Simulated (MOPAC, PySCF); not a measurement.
[Zr(F)3(OH)], neutral singlet in the gas phase. 

Cartesian coordinates (Å):
```xyz
6

Zr     0.0615    -0.0161     0.0597
F      1.1190     0.9380    -1.2129
F     -1.7761     0.4474    -0.1779
F      0.6085     0.4746     1.8225
O      0.2913    -1.8927    -0.1872
H      0.4097    -2.8371    -0.3060
```
Charge 0, multiplicity 1.

All levels are single points at this geometry (r2SCAN-D4/def2-SVP); Pople sets use spherical d functions. Orbital energies aren't observables, and empty levels follow the basis.

| level | HOMO (eV) | LUMO (eV) | gap (eV) | dipole (D) | vertical IE, Delta-SCF (eV) |
|---|---|---|---|---|---|
| B3LYP-D3(BJ)/def2-TZVP in PySCF | -9.98 | -1.02 | 8.97 | 2.72 | – |
| PBE-D3(BJ)/def2-TZVP in PySCF | -8.49 | -1.63 | 6.85 | 2.64 | – |
| TPSSh-D3(BJ)/def2-TZVP in PySCF | -9.27 | -1.15 | 8.12 | 2.68 | – |
| B3LYP/6-311+G** (LANL2DZ on Zr) in PySCF | -10.24 | -1.76 | 8.49 | 2.90 | – |
| B3LYP/6-31G* (LANL2DZ on Zr) in PySCF | -9.65 | -1.07 | 8.58 | 2.73 | 12.45 |
| B3LYP/LANL2DZ in PySCF | -10.09 | -1.71 | 8.39 | 3.24 | – |
| BP86/6-31G* (LANL2DZ on Zr) in PySCF | -8.26 | -1.73 | 6.53 | 2.66 | – |
| M06-2X/6-31G* (LANL2DZ on Zr) in PySCF | -11.75 | -0.03 | 11.72 | 2.80 | – |
| PBE/6-31G* (LANL2DZ on Zr) in PySCF | -8.14 | -1.62 | 6.52 | 2.65 | – |
| SVWN5/6-31G* (LANL2DZ on Zr) in PySCF | -8.37 | -1.81 | 6.56 | 2.76 | – |
| HF/6-31G* (LANL2DZ on Zr) in PySCF | -14.57 | 1.64 | 16.20 | 2.87 | 11.46 |
| PM6 in MOPAC | -12.78 | 0.87 | 13.65 | 3.16 | – |
| PM7 in MOPAC | -11.91 | 2.41 | 14.32 | 2.82 | – |
